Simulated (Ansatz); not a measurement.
Reaction (formal exchange of groups at the Se–C bond): `N=C=C([SiH3])[SeH]` + `C[BH][GeH3]` → `C[B]([GeH3])[SeH]` + `N=C=C[SiH3]`

Isolated molecules relaxed with PBE0-D4/def2-TZVP in Ansatz; ΔE leaves out vibrations. CCSD(T)/CBS adds triple-zeta CCSD(T) − MP2 to the extrapolated MP2 energy (def2 sets, frozen cores). Functionals use def2-TZVPP. B3LYP here is the variant with VWN-RPA as its local correlation; programs differ in this. For Ge, Se outer-core shells are correlated without core-valence functions, which leaves a few kJ/mol of doubt a bond. Scalar relativity is left out up to krypton. One conformer a species, not always the lowest.

`N=C=C([SiH3])[SeH]`:

Cartesian coordinates in Å:
```
N -2.309 -1.123 -0.204
C -1.156 -0.746 -0.221
C 0.104 -0.409 -0.114
Si 0.700 0.987 0.943
Se 1.378 -1.507 -1.042
H -2.952 -0.752 -0.896
H 1.604 0.472 2.002
H -0.468 1.672 1.558
H 1.457 1.953 0.104
H 1.642 -0.549 -2.129
```

`C[BH][GeH3]`:

```xyz
10

C    -0.558   -1.137    0.973
B    -0.178    0.324    0.629
Ge    0.545    0.910   -1.215
H    -1.327   -1.239    1.743
H     0.368   -1.531    1.431
H    -0.777   -1.789    0.127
H    -0.253    1.166    1.481
H    -0.474    1.855   -1.887
H     0.791   -0.261   -2.188
H     1.862    1.703   -1.095
```

`C[B]([GeH3])[SeH]`:

```xyz
11

C    -0.272    1.300   -0.697
B     0.343    0.170    0.185
Ge   -0.516   -1.711    0.281
Se    1.917    0.389    1.249
H    -1.312    1.479   -0.400
H    -0.324    0.968   -1.740
H     0.263    2.252   -0.666
H     0.239   -2.680    1.209
H    -0.570   -2.350   -1.122
H    -1.970   -1.615    0.784
H     2.201    1.798    0.916
```

`N=C=C[SiH3]`:

Cartesian coordinates in Å:
```
N -2.358 0.486 0.344
C -1.151 0.489 0.483
C 0.154 0.565 0.519
Si 1.198 -0.437 -0.632
H -2.895 -0.187 0.884
H 0.598 1.232 1.251
H 0.305 -1.253 -1.492
H 2.041 0.443 -1.484
H 2.108 -1.337 0.127
```

Task: Is it downhill or uphill in electronic energy at CCSD(T)/CBS, and by how much? (An estimate is asked.)

Result: Ansatz gave: Downhill: ΔE = -142.1 kJ/mol.

Task: What do these levels give: r2SCAN-D4, PBE0-D4, ωB97M-V, PBE, B3LYP, HF/def2-TZVPP, MP2/def2-TZVPP, SCS-MP2/def2-TZVPP, CCSD/def2-TZVPP, CCSD(T)/def2-TZVPP, SCS-MP2/def2-QZVPP, CCSD/CBS(def2)? (Estimate.)

Result: Computed: r2SCAN-D4 -144.3, PBE0-D4 -141.5, ωB97M-V -137.2, PBE -141.7, B3LYP -135.1, HF/def2-TZVPP -128.9, MP2/def2-TZVPP -140.1, SCS-MP2/def2-TZVPP -134.4, CCSD/def2-TZVPP -138.2, CCSD(T)/def2-TZVPP -139.7, SCS-MP2/def2-QZVPP -135.2, CCSD/CBS(def2) -140.6 kJ/mol.

Largest T1 diagnostic among the species: 0.015.

In def2-TZVPP, CCSD(T) changes the Hartree–Fock value by −10.8 kJ/mol (the triples alone add −1.5 kJ/mol) and MP2 by −11.2 kJ/mol.
